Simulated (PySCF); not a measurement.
PySCF job for SiHBr, SMILES [SiH]Br (connectivity only; charge and spin as stated), neutral, multiplicity 1, TDA-B3LYP/def2-TZVPD. Geometry optimised at B3LYP-D3(BJ)/def2-TZVP.

```python
import numpy as np
from pyscf import gto, scf, dft, tdscf

mol = gto.M(
    atom='''
    Si    0.10852084    1.58111118    0.00000000
    H    -1.40420933    1.76666059    0.00000000
    Br   -0.00328807   -0.68292049    0.00000000
    ''',
    basis='def2-TZVPD',
    charge=0,
    spin=0,
    symmetry=True,
    max_memory=1600,
    verbose=4,
)
mf = dft.RKS(mol, xc='b3lyp').density_fit(auxbasis='def2-universal-jkfit')
mf.grids.level = 3
mf.conv_tol = 1e-9
mf.max_cycle = 100
mf.kernel()
mf.grids = dft.Grids(mol).set(level=1).build(with_non0tab=True)  # coarser grid for the response kernel
td = tdscf.TDA(mf)
td.singlet = True
td.nstates = 10
td.conv_tol = 1e-4
td.kernel(x0=td.get_init_guess(mf, 15))
td.analyze()
tt = tdscf.TDA(mf)
tt.singlet = False
tt.nstates = 4
tt.conv_tol = 1e-4
tt.kernel(x0=tt.get_init_guess(mf, 9))
tt.analyze(verbose=3)
```

Log of the run:

```
PySCF version 2.14.0

[INPUT] verbose = 4
[INPUT] num. atoms = 3
[INPUT] num. electrons = 50
[INPUT] charge = 0
[INPUT] spin (= nelec alpha-beta = 2S) = 0
[INPUT] symmetry True subgroup None
[INPUT] Mole.unit = angstrom
[INPUT] Symbol           X                Y                Z      unit          X                Y                Z       unit  Magmom
[INPUT]  1 Si     0.108520840000   1.581111180000   0.000000000000 AA    0.205074666408   2.987867102688   0.000000000000 Bohr   0.0
[INPUT]  2 H     -1.404209330000   1.766660590000   0.000000000000 AA   -2.653571055259   3.338504670163   0.000000000000 Bohr   0.0
[INPUT]  3 Br    -0.003288070000  -0.682920490000   0.000000000000 AA   -0.006213551778  -1.290532690954   0.000000000000 Bohr   0.0

nuclear repulsion = 125.813807352824
point group symmetry = Cs
symmetry origin: [-7.55890459e-10 -1.51178085e-09  0.00000000e+00]
symmetry axis x: [ 1.00000000e+00 -1.28361595e-09  0.00000000e+00]
symmetry axis y: [1.28361595e-09 1.00000000e+00 0.00000000e+00]
symmetry axis z: [0. 0. 1.]
num. orbitals of irrep A' = 74
num. orbitals of irrep A" = 35
number of shells = 39
number of NR pGTOs = 192
number of NR cGTOs = 109
basis = def2-TZVPD
ecp = {}


[settings echo left out]
init E= -2863.2064196037
HOMO (A') = -0.234249662704967  LUMO (A") = -0.125013888275388  gap/eV = 2.97246
cycle= 1 E= -2864.27690126928  delta_E= -1.07  |g|= 0.331  |ddm|=  1.4
HOMO (A') = -0.252823623002945  LUMO (A") = -0.145352259046293  gap/eV = 2.92444
cycle= 2 E= -2864.26507315605  delta_E= 0.0118  |g|= 0.302  |ddm|= 0.631
HOMO (A') = -0.245202668803447  LUMO (A") = -0.114324395650733  gap/eV = 3.56138
cycle= 3 E= -2864.29098416945  delta_E= -0.0259  |g|= 0.138  |ddm|= 0.42
HOMO (A') = -0.250479659036015  LUMO (A") = -0.121135389083477  gap/eV = 3.51964
cycle= 4 E= -2864.29552603564  delta_E= -0.00454  |g|= 0.00619  |ddm|= 0.115
HOMO (A') = -0.252134917607956  LUMO (A") = -0.121893115435205  gap/eV = 3.54406
cycle= 5 E= -2864.29553246668  delta_E= -6.43e-06  |g|= 0.00219  |ddm|= 0.00906
HOMO (A') = -0.25181264917193  LUMO (A") = -0.121593052239277  gap/eV = 3.54346
cycle= 6 E= -2864.29553369758  delta_E= -1.23e-06  |g|= 0.000591  |ddm|= 0.00269
HOMO (A') = -0.251775012606721  LUMO (A") = -0.121567908033777  gap/eV = 3.54312
cycle= 7 E= -2864.29553381029  delta_E= -1.13e-07  |g|= 8.57e-05  |ddm|= 0.000679
HOMO (A') = -0.251778875611304  LUMO (A") = -0.121574738214582  gap/eV = 3.54304
cycle= 8 E= -2864.29553381351  delta_E= -3.22e-09  |g|= 2.13e-05  |ddm|= 0.000133
HOMO (A') = -0.251780654154627  LUMO (A") = -0.121576932280607  gap/eV = 3.54302
cycle= 9 E= -2864.29553381365  delta_E= -1.47e-10  |g|= 3.63e-06  |ddm|= 2.99e-05
HOMO (A') = -0.251780664872829  LUMO (A") = -0.121577171977573  gap/eV = 3.54302
Extra cycle  E= -2864.29553381365  delta_E= 4.09e-12  |g|= 5.26e-06  |ddm|= 9.46e-06
converged SCF energy = -2864.29553381365
tot grids = 16216


******** <class 'pyscf.tdscf.rks.TDA'> for <class 'pyscf.df.df_jk.DFSymAdaptedRKS'> ********
nstates = 10 singlet
deg_eia_thresh = 1.000e-03
wfnsym = None
conv_tol = 0.0001
eigh lindep = 1e-12
eigh level_shift = 0
eigh max_cycle = 100


Excitation energies (eV)
[2.66916322 4.33394541 4.91757785 5.35307624 5.40202305 6.08137374
 6.89978931 6.95052449 7.09963934 7.10609776]

** Singlet excitation energies and oscillator strengths **
Excited State   1:   A"      2.66916 eV    464.51 nm  f=0.0156
      25 -> 26       -0.69775
Excited State   2:   A"      4.33395 eV    286.08 nm  f=0.0112
      24 -> 26        0.69952
Excited State   3:   A'      4.91758 eV    252.12 nm  f=0.0035
      23 -> 26       -0.57700
      25 -> 27       -0.39069
Excited State   4:   A'      5.35308 eV    231.61 nm  f=0.1679
      22 -> 27        0.11109
      23 -> 26       -0.35577
      24 -> 27       -0.14727
      25 -> 27        0.56534
Excited State   5:   A"      5.40202 eV    229.51 nm  f=0.0006
      22 -> 26        0.70503
Excited State   6:   A'      6.08137 eV    203.88 nm  f=0.0632
      25 -> 28       -0.69794
Excited State   7:   A'      6.89979 eV    179.69 nm  f=0.0613
      24 -> 27       -0.48304
      25 -> 29       -0.48287
Excited State   8:   A"      6.95052 eV    178.38 nm  f=0.0147
      23 -> 27        0.69507
Excited State   9:   A"      7.09964 eV    174.63 nm  f=0.0079
      25 -> 31        0.69845
Excited State  10:   A'      7.10610 eV    174.48 nm  f=0.0385
      25 -> 29       -0.10019
      25 -> 30        0.68328

** Transition electric dipole moments (AU) **
state          X           Y           Z        Dip. S.      Osc.
  1         0.0000      0.0000     -0.4884      0.2385      0.0156
  2        -0.0000     -0.0000      0.3249      0.1056      0.0112
  3         0.0500     -0.1623      0.0000      0.0289      0.0035
  4        -0.1703     -1.1186      0.0000      1.2802      0.1679
  5        -0.0000     -0.0000     -0.0661      0.0044      0.0006
  6        -0.6345     -0.1473     -0.0000      0.4242      0.0632
  7         0.2909      0.5273     -0.0000      0.3627      0.0613
  8         0.0000      0.0000      0.2935      0.0861      0.0147
  9        -0.0000     -0.0000      0.2125      0.0452      0.0079
 10         0.2576      0.3935     -0.0000      0.2212      0.0385

** Transition velocity dipole moments (imaginary part, AU) **
state          X           Y           Z        Dip. S.      Osc.
  1        -0.0000      0.0000      0.0536      0.0029      0.0195
  2        -0.0000     -0.0000     -0.0087      0.0001      0.0003
  3         0.0461      0.0456      0.0000      0.0042      0.0155
  4        -0.0760     -0.0728      0.0000      0.0111      0.0375
  5        -0.0000     -0.0000     -0.0256      0.0007      0.0022
  6        -0.1153     -0.0399     -0.0000      0.0149      0.0444
  7         0.0328      0.0932     -0.0000      0.0098      0.0257
  8         0.0000      0.0000      0.0835      0.0070      0.0182
  9        -0.0000     -0.0000      0.0526      0.0028      0.0071
 10         0.0561      0.1164     -0.0000      0.0167      0.0426

** Transition magnetic dipole moments (imaginary part, AU) **
state          X           Y           Z
  1         0.3517     -1.1973     -0.0000
  2        -0.7422      0.1663     -0.0000
  3        -0.0000     -0.0000     -0.4356
  4        -0.0000     -0.0000      0.7232
  5         1.0504      0.4795     -0.0000
  6        -0.0000     -0.0000     -1.2050
  7         0.0000     -0.0000      0.3748
  8        -0.0548      0.0659     -0.0000
  9        -0.0434     -0.0212     -0.0000
 10        -0.0000      0.0000      0.3173


******** <class 'pyscf.tdscf.rks.TDA'> for <class 'pyscf.df.df_jk.DFSymAdaptedRKS'> ********
nstates = 4 triplet
deg_eia_thresh = 1.000e-03
wfnsym = None
conv_tol = 0.0001
eigh lindep = 1e-12
eigh level_shift = 0
eigh max_cycle = 100


Excitation energies (eV)
[1.54411345 3.89258355 3.96682826 4.24335863]

** Triplet excitation energies and oscillator strengths **
Excited State   1:   A"      1.54411 eV    802.95 nm  f=0.0000
Excited State   2:   A"      3.89258 eV    318.51 nm  f=0.0000
Excited State   3:   A'      3.96683 eV    312.55 nm  f=0.0000
Excited State   4:   A'      4.24336 eV    292.18 nm  f=0.0000
```

The run converged.

Cost: very roughly 21 core-seconds.
